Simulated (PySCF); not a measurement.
## ZnSe⁺: frontier orbitals

M06-L at R = 2.284 Å; PySCF, no relativity, basis sets Zn def2-TZVPPD, Se def2-TZVPPD. State: ²Π (doublet), unpaired electrons π ↑. Only the outer orbitals are listed, counted within each symmetry.

```
spin  orbital  occ.  ε (eV)  on Zn (%)            main shells (%)
   α       6π     1  -19.65         99                    99 Zn d
   α       6π     1  -19.58         99                    99 Zn d
   α      13σ     1  -19.57         95                    95 Zn d
   α       2δ     1  -19.51        100                   100 Zn d
   α       2δ     1  -19.50         99                    99 Zn d
   α      14σ     1  -14.56         44           51 Se p, 40 Zn s
   α       7π     1  -13.24          5                    95 Se p
   α       7π     1  -12.06          7                    93 Se p
   α      15σ     0  -10.55         66  38 Zn s, 28 Se p, 27 Zn p
   α       8π     0   -6.56         95                    95 Zn p
   α       8π     0   -6.39         94                    94 Zn p
   β       6π     1  -19.61        100                   100 Zn d
   β       6π     1  -19.58         99                   100 Zn d
   β       2δ     1  -19.52         98                    98 Zn d
   β       2δ     1  -19.50        100                   100 Zn d
   β      13σ     1  -19.47         93                    93 Zn d
   β      14σ     1  -14.26         47           47 Se p, 45 Zn s
   β       7π     1  -11.68          8                    92 Se p
   β       7π     0  -11.02          8                    91 Se p
   β      15σ     0  -10.51         61  33 Zn p, 31 Se p, 27 Zn s
   β       8π     0   -6.42         93                    93 Zn p
```

Problem. Which are the highest filled and the lowest empty level, where do they sit, and how wide is the gap?

Solution. Highest filled β 7π at -11.68 eV (in %: 92 Se p); lowest empty β 7π at -11.02 eV (in %: 91 Se p); the gap at M06-L is 0.66 eV. Both belong to one degenerate shell, split only by its one-sided filling, so this is no excitation gap.

- bond order (Mayer): 1.42
- ⟨S²⟩: 0.760
- charge on Zn (Mulliken, basis-dependent): 0.84
- charge on Zn (Löwdin, basis-dependent): 0.71
- dipole moment (positive dipole points towards Se; it is taken about the centre of mass and depends on that origin): -4.66 D

Spin–orbit coupling is left out. The state was picked by a PBE0 search and need not be the measured ground state.
